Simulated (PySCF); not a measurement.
# One molecule, several mistakes: AlCClH4N cation

These are calculations, not measurements. The program is PySCF 2.14.0, an open-source quantum chemistry code, run on an isolated molecule that a program drew, which may never have been made. The molecule is AlCClH4N cation (charge +1, singlet), drawn as the SMILES string `C[NH][Al+][Cl]`.

Each row is a Hartree-Fock (HF) and frozen-core CCSD(T) single point in the cc-pV(D+d)Z basis, meant for a local HF minimum. Run 1 is clean. Each other run has one planted mistake out of seven kinds, and not every kind appears here: one electron removed, one electron added, multiplicity raised by two, geometry at a saddle point, minimal basis STO-3G, one bond length entered in bohr, all coordinates scaled. The reference is restricted for singlets and unrestricted otherwise, and also for a bond in bohr. Adding or removing an electron swaps singlet and doublet. Electrons count all cores. HOMO and LUMO are orbital energies over both spins, the gradient is its largest component, and the lowest frequency (negative if imaginary) is given only where the gradient is small. Bond lengths are over the 7 bonds as drawn. T1 is the CCSD diagnostic: over 0.02 (restricted) or 0.045 (unrestricted) a single reference is doubtful.

Geometry of the clean run:
```xyz
8
AlCClH4N cation, angstrom
C     0.7923    1.4695    0.0050
N     0.8976    0.2011   -0.7524
Al    0.6815   -1.3985   -0.2141
Cl    0.4243   -3.2877    0.4311
H     1.7431    1.9976   -0.0221
H     0.5381    1.2703    1.0454
H     0.0135    2.0952   -0.4260
H     1.1324    0.3654   -1.7184
```

```
run,electrons,basis functions,<S^2>,HOMO (eV),LUMO (eV),gradient (hartree/bohr),lowest frequency (cm^-1),mean bond (Å),longest bond (Å),T1,HF (hartree),CCSD(T) (hartree),mistake
1,46,94,0.000,-16.07,-4.50,2.5e-05,99,1.3526,2.013,0.0132,-795.89773,-796.44496,no fault
2,46,32,0.000,-14.49,-0.95,2.4e-02,-,1.3526,2.013,0.0191,-786.98988,-787.16230,minimal basis STO-3G
3,47,94,0.762,-5.71,1.16,5.1e-02,-,1.3526,2.013,0.0166,-796.08472,-796.64648,one electron added
4,46,94,0.725,-15.59,-5.12,2.7e-02,-,1.4807,2.013,0.0592,-795.75510,-796.30276,?
```

**Which mistake was planted in run 4, and what did it cost?**

The mean bond changes by a factor of 1.095 and the longest by 1.000, so the molecule wasn't scaled as a whole. A length L in bohr read as angstrom grows by (1/0.5292 - 1) L = 0.890 L. The 7 bonds together grew by 7 x 0.1281 = 0.897 Å, which gives L = 1.008 Å. That is bond N2-H8, 1.008 Å in the clean geometry. So the mistake is: one bond length entered in bohr. Subtracting run 1 and multiplying by 627.51 kcal/mol a hartree, the energy moved by 89.5 kcal/mol in HF and 89.2 kcal/mol in CCSD(T).

Cautions from the logs. Run 4: T1 is over the limit, so its CCSD(T) energy is less reliable.
